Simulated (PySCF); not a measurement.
C10H9NS, SMILES Cc1csc(-c2ccccn2)c1.

Geometry optimised at PBE0-D3(BJ)/def2-SVP. One conformer was computed; it need not be the lowest.

All values below come from PBE/def2-SVP in PySCF.

Symmetry labels are those of the subgroup Cs that the program uses (full group Cs).

Computed valence orbital energies around the gap with their symmetry:
```csv
orbital,symmetry,energy (eV)
HOMO−7,A",-8.86
HOMO−6,A',-8.68
HOMO−5,A',-8.15
HOMO−4,A",-7.25
HOMO−3,A",-6.95
HOMO−2,A",-5.86
HOMO−1,A',-5.75
HOMO,A",-5.24
LUMO,A",-2.06
LUMO+1,A",-1.51
LUMO+2,A",-0.24
LUMO+3,A',0.60
```
